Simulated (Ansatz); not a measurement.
Frontier orbitals of `[GeH3][SiH2][SiH2][GeH3]`.

The species carries charge 0 and has multiplicity 1. Correlated methods include outer-core shells of Ge, which these sets cover unevenly. Scalar relativity is left out up to krypton. All single points use the PBE0-D4/def2-TZVP geometry. It is one conformer, not always the lowest. Basis def2-TZVPP, Ansatz 0.2.0.

Orbital energies of one run (eV). Highest occupied ones, from the top: -6.85, -7.09, -7.69, -8.14, -8.22, -8.32, -8.57, -8.93, -9.07, -11.81, -12.95, -14.02, -14.67, -29.53. Empty: -1.14, -0.96, -0.60, -0.59, -0.35, -0.25.

(1) Which functional gave them?
A. LC-ωPBE
B. ωB97M-V
C. PBE
D. BHLYP

## Answers

(1) C. HOMO energies: PBE -6.85, ωB97M-V -9.83, LC-ωPBE -10.36, BHLYP -8.79 eV.

LC-ωPBE has ω = 0.4 bohr⁻¹.
